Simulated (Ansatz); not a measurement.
Consider the formal exchange of groups at a B–C bond: `NCBO` + `[SiH3]SS` → `OBS[SiH3]` + `NCS`.

Program: Ansatz. Geometries: PBE0-D4/def2-TZVP. ΔE: electronic, gas phase. CCSD(T)/CBS adds triple-zeta CCSD(T) − MP2 to the extrapolated MP2 energy (def2 sets, frozen cores). This one scheme is used for every species. Each species was taken in one conformer, which may not be the lowest.

| species | CCSD(T)/CBS(def2) energy (Eh) |
| --- | --- |
| `NCBO` | -196.38081 |
| `[SiH3]SS` | -1087.04745 |
| `OBS[SiH3]` | -789.92150 |
| `NCS` | -493.52417 |

(1) Work out ΔE.

Largest T1 diagnostic among the species: 0.014.

## Answers

(1) ΔE = (-789.92150) + (-493.52417) − (-196.38081) − (-1087.04745) = -0.01741 Eh = -0.47 eV.
